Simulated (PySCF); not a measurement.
Species: C5H12Si.
Atom-mapped SMILES: `[CH3:1][C@H:2]1[CH2:3][CH2:4][SiH2:5][CH2:6]1` (hydrogens: H7, H8, H9 on C1; H10 on C2; H11, H12 on C3; H13, H14 on C4; H15, H16 on Si5; H17, H18 on C6)

A PySCF run (density fitting, gas phase, GFN2-xTB geometry) gave HOMO -6.68 eV, LUMO -0.57 eV, dipole 0.59 D.

Question: Which of these levels was it?
A. PBE0/def2-SVPD
B. PBE0/pcSseg-1
C. BLYP/Sadlej pVTZ

Answer: C. It is BLYP/Sadlej pVTZ. All candidates on this geometry:

```tsv
level and settings	kind	basis functions	SCF cycles	E (Eh)	HOMO (eV)	LUMO (eV)	dipole (D)
BLYP/Sadlej pVTZ	GGA	260	14	-487.1420	-6.68	-0.57	0.59
PBE0/def2-SVPD	global hybrid	220	12	-486.6715	-8.04	0.58	0.58
PBE0/pcSseg-1	global hybrid	169	12	-486.8530	-8.08	1.02	0.49
```

The nearest other candidate, by the summed differences of HOMO and LUMO, is PBE0/def2-SVPD: its HOMO differs by -1.36 eV and its LUMO by +1.15 eV. Cycle counts include a coarse-grid stage where the run had one.
